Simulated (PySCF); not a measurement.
# One molecule, several mistakes: Al2C2H7

These are calculations, not measurements. The program is PySCF 2.14.0, an open-source quantum chemistry code, run on an isolated molecule that a program drew, which may never have been made. The molecule is Al2C2H7 (charge 0, doublet), drawn as the SMILES string `[CH3][AlH][CH2][AlH]`.

Each row is a Hartree-Fock (HF) and frozen-core CCSD(T) single point in the cc-pV(D+d)Z basis, meant for a local HF minimum. Run 1 is clean. Each other run has one planted mistake out of seven kinds, and not every kind appears here: one electron removed, one electron added, multiplicity raised by two, geometry at a saddle point, minimal basis STO-3G, one bond length entered in bohr, all coordinates scaled. The reference is restricted for singlets and unrestricted otherwise, and also for a bond in bohr. Adding or removing an electron swaps singlet and doublet. Electrons count all cores. HOMO and LUMO are orbital energies over both spins, the gradient is its largest component, and the lowest frequency (negative if imaginary) is given only where the gradient is small. Bond lengths are over the 10 bonds as drawn. T1 is the CCSD diagnostic: over 0.02 (restricted) or 0.045 (unrestricted) a single reference is doubtful.

Geometry of the clean run:
```xyz
11
Al2C2H7, angstrom
C     0.7656    0.0058   -0.4496
Al   -1.0820   -0.6122   -0.1812
C    -1.5416   -2.0504    1.0616
Al   -1.9650   -1.6192    2.9281
H     0.8420    1.0911   -0.3109
H     1.4864   -0.4695    0.2230
H     1.0920   -0.1940   -1.4783
H    -2.2497    0.0953   -0.9950
H    -0.6659   -2.7174    1.1254
H    -2.3837   -2.6142    0.6391
H    -0.7675   -1.1607    3.8838
```

| run | electrons | basis functions | <S^2> | HOMO (eV) | LUMO (eV) | gradient (hartree/bohr) | lowest frequency (cm^-1) | mean bond (Å) | longest bond (Å) | T1 | HF (hartree) | CCSD(T) (hartree) | mistake |
|---|---|---|---|---|---|---|---|---|---|---|---|---|---|
| 1 | 45 | 109 | 0.754 | -7.74 | 0.88 | 1.5e-05 | 41 | 1.4562 | 1.967 | 0.0126 | -563.62394 | -564.09927 | no fault |
| 2 | 45 | 109 | 3.767 | -5.31 | -1.99 | 7.2e-02 | - | 1.4562 | 1.967 | 0.0400 | -563.47459 | -563.93691 | multiplicity raised by two |
| 3 | 45 | 109 | 0.978 | -7.81 | 0.86 | 7.4e-03 | - | 1.5985 | 3.022 | 0.0338 | -563.55498 | -564.02843 | one bond length entered in bohr |
| 4 | 44 | 109 | 0.000 | -14.39 | -6.27 | 5.0e-02 | - | 1.4562 | 1.967 | 0.0151 | -563.36581 | -563.83898 | ? |

**Which mistake was planted in run 4, and what did it cost?**

It counts 44 electrons, one fewer than the clean run, at the same geometry and basis. So the mistake is: one electron removed. Subtracting run 1 and multiplying by 627.51 kcal/mol a hartree, the energy moved by 162.0 kcal/mol in HF and 163.3 kcal/mol in CCSD(T).

